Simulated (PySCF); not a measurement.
Structure problem from calculated spectra and properties.

Formula: C7H10N2S.

| Property | Result |
| --- | --- |
| 13C NMR | chemical shifts (computed TMS as zero) by class: 139.8 (1 C), 138.8 (1 C), 102.4 (1 C), 31.6 (1 C), 19.1 (1 C), 8.7 (2 C) ppm [GIAO B97-2/pcSseg-1] |
| 1H NMR | chemical shifts (computed TMS as zero) by class: 7.25 (1 H), 5.70 (1 H), 3.10 (1 H), 2.42 (3 H), 1.40 (2 H), 0.80 (2 H) ppm [GIAO B97-2/pcSseg-1] |
| Dipole | 2.21 D [PBE0/def2-SVPD] |
| Valence photoelectron | vertical ionisation energy: 7.89 eV [ΔSCF PBE0/def2-SVPD] |
| Rotational structure | rotational constants A, B, C: 1.984, 0.871, 0.639 GHz [PBE0-D3(BJ)/def2-SVP] |
| Triplet | lowest triplet excitation (Tamm–Dancoff): 4.25 eV [TDA PBE0/def2-SVPD] |

Gas-phase values; electronic properties from PySCF, density fitting. Levels stand in brackets. Geometry: PBE0-D3(BJ)/def2-SVP, one conformer, isolated molecule. Each NMR value is the plain mean over a class of atoms that symmetry, rotation or inversion makes alike.

Question: Propose a structure and show how it fits.

Answer: Numbering: `[CH3:1][S:2][c:3]1[cH:4][cH:5][n:6][n:7]1[CH:8]1[CH2:9][CH2:10]1`. Its formula, C7H10N2S, gives 4 degrees of unsaturation: 2 rings and 2 π bonds in the structure found (Kekulé form). 7 carbons fall into 6 classes; from least to most shielded: substituted aromatic carbon [C3] (139.8 ppm), aromatic CH next to a ring nitrogen [C5] (138.8 ppm), aromatic CH carbon [C4] (102.4 ppm), ring sp3 carbon bound to nitrogen [C8] (31.6 ppm), S-methyl carbon [C1] (19.1 ppm), three-membered-ring carbon [C9/C10] (8.7 ppm, 2 C). Hydrogen classes from least to most shielded: 1 H on an aromatic CH next to a ring nitrogen, C5 (7.25 ppm), 1 H on an aromatic CH carbon, C4 (5.70 ppm), 1 H on an sp3 carbon bound to nitrogen, C8 (3.10 ppm), 3 H on an S-methyl carbon, C1 (2.42 ppm), 2 H on 2 three-membered-ring carbons, C9/C10 (1.40 ppm), 2 H on 2 three-membered-ring carbons, C9/C10 (0.80 ppm). The first electron is taken from the HOMO, whose largest Löwdin shares are 0.38 on the sulfide sulfur, 0.16 on the pyridine-type nitrogen, 0.13 on the substituted aromatic carbon and 0.09 on the aromatic CH carbon. By its constants the optimised geometry is an asymmetric top. Structure: `CSc1ccnn1C1CC1`. Computed isomers that give other values at the same levels: `C=C(CC)c1nc(C)ns1` (rotational constant A: 1.815 GHz; this holds for the one conformer computed); `c1nscc1N1CCCC1` (rotational constant A: 3.590 GHz; this holds for the one conformer computed). The assignments are read from this structure; whether some other isomer fits the data as well wasn't checked.

Conformer computed: `[CH3:1][S:2][c:3]1[cH:4][cH:5][n:6][n:7]1[CH:8]1[CH2:9][CH2:10]1`: C1–S2–C3–C4 10°, N6–N7–C8–C9 37°.
